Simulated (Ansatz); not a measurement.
BH4N2SSb, SMILES `NB1[NH][SbH][S]1`. Charge 0, multiplicity 1. Sb: def2 effective core potential. The structure was optimised at the PBE0-D4/def2-TZVP level. It is one conformer, not always the lowest.

```xyz
9

N     1.655    0.594    0.064
B     0.300    0.275   -0.110
N    -0.324   -0.999   -0.007
Sb   -2.200   -0.546   -0.647
S    -0.989    1.553   -0.557
H     2.351   -0.083    0.323
H     2.006    1.530   -0.031
H     0.120   -1.899    0.044
H    -2.918   -0.426    0.922
```

(1) What is the dipole moment at B3LYP/def2-TZVPP? (An estimate is asked.)

(2) And with PBE, r2SCAN, ωB97M-V? (An estimate is asked.)

(3) Give the Mulliken charges with B3LYP, PBE, r2SCAN in def2-TZVPP. (Best estimate.)

Answers

(1) Computed: 2.51 D, with components (1.03, -2.29, -0.09) D in this frame, pointing from negative to positive charge.

(2) Ansatz gave: PBE 2.51 D, r2SCAN 2.58 D, ωB97M-V 2.52 D.

(3) Computed: 
| atom | B3LYP | PBE | r2SCAN |
| --- | --- | --- | --- |
| N1 | -0.29 | -0.30 | -0.36 |
| B2 | 0.20 | 0.14 | 0.26 |
| N3 | -0.45 | -0.38 | -0.50 |
| Sb4 | 0.68 | 0.60 | 0.68 |
| S5 | -0.44 | -0.40 | -0.43 |
| H6 | 0.14 | 0.15 | 0.16 |
| H7 | 0.16 | 0.17 | 0.18 |
| H8 | 0.12 | 0.13 | 0.13 |
| H9 | -0.12 | -0.11 | -0.13 |

B3LYP here is the variant with VWN-RPA as its local correlation; programs differ in this.
